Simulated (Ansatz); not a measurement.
The inner images of a band of CH2AlNSe (6 atoms, charge 0, multiplicity 1) are given out of order.

These are results of UKS PBE/def2-SVP in Ansatz 0.2.0, not measurements.

Image 0:

```xyz
6
Properties=species:S:1:pos:R:3
N 0.521 0.663 -1.588
C 0.311 0.422 -0.443
Al -0.221 -0.263 1.387
Se -1.317 -1.982 0.574
H 0.448 0.485 -2.587
H 0.300 0.611 2.610
```

Image 6:

```xyz
6
Properties=species:S:1:pos:R:3
N 0.341 0.358 -2.098
C 0.216 0.257 -0.918
Al 0.441 0.737 1.137
Se -0.858 -1.215 1.669
H 0.663 0.775 -2.969
H -0.761 -0.976 3.134
```

Task: Put them in order from the first end to the last, with their energies above the first end.
A.
```xyz
6
Properties=species:S:1:pos:R:3
N 0.203 -0.042 -1.715
C 0.031 -0.129 -0.456
Al 0.116 1.017 1.241
Se -0.463 -1.570 0.650
H 0.476 0.917 -1.988
H -0.320 -0.256 2.221
```
B.
```xyz
6
Properties=species:S:1:pos:R:3
N 0.273 0.110 -1.808
C 0.013 0.543 -0.722
Al 0.155 1.181 1.237
Se -0.834 -1.071 1.266
H 0.748 0.393 -2.661
H -0.313 -1.221 2.642
```
C.
```xyz
6
Properties=species:S:1:pos:R:3
N 0.203 0.172 -1.766
C 0.109 0.109 -0.549
Al -0.124 -0.119 1.371
Se -1.195 -1.823 0.441
H 0.722 0.937 -2.219
H 0.327 0.659 2.676
```
D.
```xyz
6
Properties=species:S:1:pos:R:3
N 0.145 0.046 -1.846
C -0.011 -0.118 -0.606
Al 0.152 0.430 1.277
Se -0.802 -1.568 0.390
H 0.608 0.939 -2.071
H -0.051 0.208 2.810
```
E.
```xyz
6
Properties=species:S:1:pos:R:3
N 0.234 -0.158 -1.607
C 0.119 0.188 -0.409
Al -0.143 1.430 1.207
Se -0.851 -1.249 0.909
H 0.613 0.618 -2.182
H 0.071 -0.893 2.035
```

Result: C (+25.8 kJ/mol), D (+81.9 kJ/mol), A (+140.5 kJ/mol), E (+117.6 kJ/mol), B (+72.1 kJ/mol).

Time of the run: 2.4 min on 2 threads of Intel(R) Xeon(R) 6975P-C (Granite Rapids) (shared host), peak memory 0.23 GiB.
